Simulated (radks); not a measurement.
Question: The mean radii <r> (bohr) of the occupied orbitals of an atom or ion are listed with their occupations. Method: non-relativistic Kohn-Sham, PBEsol, spin-polarised, spherical densities, point nucleus; computed with a radial shooting solver on a logarithmic mesh with Libxc functionals.

| orbital | occ. | <r> |
|---|---|---|
| 1s up | 1 | 0.07357 |
| 1s down | 1 | 0.07352 |
| 2s up | 1 | 0.3346 |
| 2s down | 1 | 0.3354 |
| 2p up | 3 | 0.2944 |
| 2p down | 2 | 0.2954 |

Name the element and its charge. Open shells, if any, are filled with parallel spins first.

Answer: Z = 21, scandium, charge +12: Sc12+ in [He] 2s2 2p5. The 1s radius gives Z: for a bare nucleus <r> = 1.5/Z, 0.07143 bohr for Z = 21, and screening makes it slightly larger (0.07357 here). The occupations add up to 9, and the charge is Z minus that.
